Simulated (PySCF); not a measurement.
# Radial density of Mn³⁺ (manganese, charge +3)

TPSS, [Ar] 3d4, high-spin 5D determinant. Calculation: PySCF 2.14, in pcseg-2 (6s4p3d2f1g, 56 functions); no relativity, point nucleus.

```json
{"r (bohr)": "0.00119", "4πr²ρ (e/bohr)": "0.1786", "4πr²(ρα − ρβ)": "0.0000"}
{"r (bohr)": "0.00201", "4πr²ρ (e/bohr)": "0.4852", "4πr²(ρα − ρβ)": "0.0000"}
{"r (bohr)": "0.00338", "4πr²ρ (e/bohr)": "1.281", "4πr²(ρα − ρβ)": "0.0000"}
{"r (bohr)": "0.00569", "4πr²ρ (e/bohr)": "3.232", "4πr²(ρα − ρβ)": "0.0000"}
{"r (bohr)": "0.00956", "4πr²ρ (e/bohr)": "7.531", "4πr²(ρα − ρβ)": "0.0001"}
{"r (bohr)": "0.0161", "4πr²ρ (e/bohr)": "15.40", "4πr²(ρα − ρβ)": "0.0002"}
{"r (bohr)": "0.0271", "4πr²ρ (e/bohr)": "25.36", "4πr²(ρα − ρβ)": "0.0005"}
{"r (bohr)": "0.0455", "4πr²ρ (e/bohr)": "29.79", "4πr²(ρα − ρβ)": "0.0016"}
{"r (bohr)": "0.0766", "4πr²ρ (e/bohr)": "24.40", "4πr²(ρα − ρβ)": "0.0088"}
{"r (bohr)": "0.129", "4πr²ρ (e/bohr)": "26.43", "4πr²(ρα − ρβ)": "0.0605"}
{"r (bohr)": "0.217", "4πr²ρ (e/bohr)": "32.44", "4πr²(ρα − ρβ)": "0.3895"}
{"r (bohr)": "0.364", "4πr²ρ (e/bohr)": "15.48", "4πr²(ρα − ρβ)": "1.6720"}
{"r (bohr)": "0.613", "4πr²ρ (e/bohr)": "13.70", "4πr²(ρα − ρβ)": "3.5892"}
{"r (bohr)": "1.03", "4πr²ρ (e/bohr)": "10.33", "4πr²(ρα − ρβ)": "3.0463"}
{"r (bohr)": "1.73", "4πr²ρ (e/bohr)": "1.609", "4πr²(ρα − ρβ)": "0.8669"}
{"r (bohr)": "2.92", "4πr²ρ (e/bohr)": "0.06027", "4πr²(ρα − ρβ)": "0.0544"}
{"r (bohr)": "4.91", "4πr²ρ (e/bohr)": "0.0002002", "4πr²(ρα − ρβ)": "0.0002"}
```
